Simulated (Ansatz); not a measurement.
Geometry optimisation, Ansatz 0.2.0, UKS PBE-D4/def2-SVP.

Input file:

```yaml
crystal:
  periodic: [false, false, false]
  atoms:
    - { symbol: B, position_ang: [-0.413727, -0.070715, -0.617397] }
    - { symbol: O, position_ang: [0.746877, 0.751042, -0.692729] }
    - { symbol: Cl, position_ang: [-0.295223, -1.830283, -0.74791] }
    - { symbol: Cl, position_ang: [-1.968449, 0.722229, -0.477423] }
    - { symbol: H, position_ang: [0.438045, 0.329956, 1.52521] }
    - { symbol: H, position_ang: [-0.046604, -0.094189, 1.813087] }
    - { symbol: H, position_ang: [1.53908, 0.19186, -0.802738] }
magnetization:
  spin_polarized: true
basis:
  gaussian: { orbitals: def2-SVP }
hamiltonian:
  xc: pbe
  dispersion: d4
relax:
  f_tol: 0.03
  max_steps: 50
```

Command:

```bash
$ ansatz run input.yaml --threads 2 --pin off --max-ram 3072MiB --backend cpu --events-out ev --progress --plain --runs-dir out
```

**Question.** Where does it end, and by what steps?

**Answer.** It converged. The force dipped under the threshold on the way, but the program's further checks kept it going. After 37 steps the energy has fallen by 0.335 eV; Cl4 moved furthest, 2.07 Å.

| step | energy less start (eV) | largest force component (eV/Å) | accepted |
| --- | --- | --- | --- |
| 0 | 0.0000 | 1.846 | yes |
| 2 | -0.2250 | 0.871 | yes |
| 4 | -0.2714 | 0.616 | no |
| 6 | -0.2862 | 0.020 | yes |
| 8 | -0.2870 | 0.066 | yes |
| 10 | -0.2866 | 0.228 | no |
| 12 | -0.2892 | 0.101 | yes |
| 14 | -0.2903 | 0.153 | yes |
| 16 | -0.2914 | 0.141 | yes |
| 18 | -0.2928 | 0.087 | yes |
| 20 | -0.2939 | 0.129 | yes |
| 22 | -0.2955 | 0.149 | yes |
| 24 | -0.2965 | 0.057 | yes |
| 26 | -0.2990 | 0.309 | yes |
| 28 | -0.3044 | 0.044 | yes |
| 30 | -0.2935 | 0.469 | no |
| 32 | -0.3207 | 0.081 | yes |
| 34 | -0.3297 | 0.278 | yes |
| 36 | -0.3347 | 0.029 | yes |
| 37 | -0.3352 | 0.025 | yes |

```xyz
7
Properties=species:S:1:pos:R:3
B -0.700 0.027 -1.004
O 0.182 0.925 -0.519
Cl -0.994 -1.525 -0.178
Cl -1.577 0.404 -2.484
H 1.478 0.055 2.056
H 1.002 -0.505 1.824
H 0.610 0.619 0.305
```

Time of the run: 77 s on 2 threads of Intel(R) Xeon(R) Platinum 8259CL CPU @ 2.50GHz (Skylake/Cascade Lake), on a shared host, peak memory 0.18 GiB.
